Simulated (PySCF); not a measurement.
# Ag²⁶⁺ (silver, charge +26) across methods

[Ar] 3d3, high-spin 4F determinant. Calculation: PySCF 2.14, in an even-tempered Gaussian basis (18 s from 3.1 bohr⁻², ratio 2.5; 12 p from 4.1 bohr⁻², ratio 2.5; 8 d from 4.1 bohr⁻², ratio 2.5; 4 f from 16 bohr⁻², ratio 2.7; 3 g from 23 bohr⁻², ratio 2.7); the spin-free X2C one-electron Hamiltonian (Gaussian nucleus).

| method | E (hartree) | mean ε 3p α (eV) | mean ε 3p β (eV) | mean ε 3d α (eV) | Σ⟨r²⟩ (bohr²) | ⟨S²⟩ |
| --- | --- | --- | --- | --- | --- | --- |
| BLYP | -4887.96 | -1517.2 | -1507.1 | -1346.8 | 1.511 | 3.750 |
| PBE0 | -4887.34 | -1529.1 | -1515.9 | -1356.7 | 1.511 | 3.750 |
| r2SCAN | -4887.71 | -1522.4 | -1510.3 | -1350.6 | 1.511 | 3.750 |
| M06-2X | -4888.07 | -1539.9 | -1524.6 | -1366.7 | 1.510 | 3.750 |
| UHF | -4886.47753 | -1562.5 | -1539.4 | -1385.7 | 1.511 | 3.750 |
| PBE | -4887.29 | -1517.4 | -1507.3 | -1346.6 | 1.511 | 3.750 |

(1) Estimate the same row for LDA.

Spin-orbit coupling, absent here, splits the open shell strongly.

## Answers

(1) E (hartree) = -4881.91; mean ε 3p α (eV) = -1516.6; mean ε 3p β (eV) = -1506.6; mean ε 3d α (eV) = -1345.7; Σ⟨r²⟩ (bohr²) = 1.512; ⟨S²⟩ = 3.750.
